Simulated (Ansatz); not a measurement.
Reaction (redistribution): `C[O][Ga]([OH])[O]C` + `[CH3][Y]([OH])[F]` → `C[O][Ga]([OH])[OH]` + `C[O][Y]([CH3])[F]`

Calculated with Ansatz (gas phase, PBE0-D4/def2-TZVP geometries, no zero-point term in ΔE). CCSD(T)/CBS is the MP2 limit (def2-TZVPP, def2-QZVPP) plus CCSD(T) − MP2 in def2-TZVPP, frozen cores. Functionals use def2-TZVPP. B3LYP here is the variant with VWN-RPA as its local correlation; programs differ in this. def2 core potentials past Kr. For Ga, Y outer-core shells are correlated without core-valence functions, which leaves a few kJ/mol of doubt a bond. Scalar relativity is left out up to krypton. Each species was taken in one conformer, which may not be the lowest.

```json
{"level": "PBE-D4", "ΔE (kJ/mol)": "-11.3", "difference from CCSD(T)/CBS": "-3.2"}
{"level": "r2SCAN-D4", "ΔE (kJ/mol)": "-10.2", "difference from CCSD(T)/CBS": "-2.1"}
{"level": "PBE0-D4", "ΔE (kJ/mol)": "-10.2", "difference from CCSD(T)/CBS": "-2.1"}
{"level": "B3LYP-D4", "ΔE (kJ/mol)": "-8.8", "difference from CCSD(T)/CBS": "-0.7"}
{"level": "ωB97X-V", "ΔE (kJ/mol)": "-7.7", "difference from CCSD(T)/CBS": "0.4"}
{"level": "ωB97M-V", "ΔE (kJ/mol)": "-8.0", "difference from CCSD(T)/CBS": "0.1"}
{"level": "B2PLYP", "ΔE (kJ/mol)": "-10.8", "difference from CCSD(T)/CBS": "-2.7"}
{"level": "PBE", "ΔE (kJ/mol)": "-13.0", "difference from CCSD(T)/CBS": "-4.9"}
{"level": "r2SCAN", "ΔE (kJ/mol)": "-10.7", "difference from CCSD(T)/CBS": "-2.6"}
{"level": "PBE0", "ΔE (kJ/mol)": "-11.7", "difference from CCSD(T)/CBS": "-3.6"}
{"level": "B3LYP", "ΔE (kJ/mol)": "-11.5", "difference from CCSD(T)/CBS": "-3.4"}
{"level": "HF/def2-TZVPP", "ΔE (kJ/mol)": "-8.3", "difference from CCSD(T)/CBS": "-0.2"}
{"level": "MP2/def2-TZVPP", "ΔE (kJ/mol)": "-9.9", "difference from CCSD(T)/CBS": "-1.8"}
{"level": "SCS-MP2/def2-TZVPP", "ΔE (kJ/mol)": "-9.6", "difference from CCSD(T)/CBS": "-1.5"}
{"level": "CCSD/def2-TZVPP", "ΔE (kJ/mol)": "-9.1", "difference from CCSD(T)/CBS": "-1.0"}
{"level": "CCSD(T)/def2-TZVPP", "ΔE (kJ/mol)": "-9.5", "difference from CCSD(T)/CBS": "-1.4"}
{"level": "HF/def2-QZVPP", "ΔE (kJ/mol)": "-8.9", "difference from CCSD(T)/CBS": "-0.8"}
{"level": "MP2/def2-QZVPP", "ΔE (kJ/mol)": "-9.3", "difference from CCSD(T)/CBS": "-1.2"}
{"level": "SCS-MP2/def2-QZVPP", "ΔE (kJ/mol)": "-9.1", "difference from CCSD(T)/CBS": "-1.0"}
{"level": "HF/CBS(def2)", "ΔE (kJ/mol)": "-9.0", "difference from CCSD(T)/CBS": "-0.9"}
{"level": "MP2/CBS(def2)", "ΔE (kJ/mol)": "-8.5", "difference from CCSD(T)/CBS": "-0.4"}
{"level": "CCSD/CBS(def2)", "ΔE (kJ/mol)": "-7.7", "difference from CCSD(T)/CBS": "0.4"}
{"level": "CCSD(T)/CBS", "ΔE (kJ/mol)": "-8.1", "difference from CCSD(T)/CBS": "0"}
```

Largest T1 diagnostic among the species: 0.014.
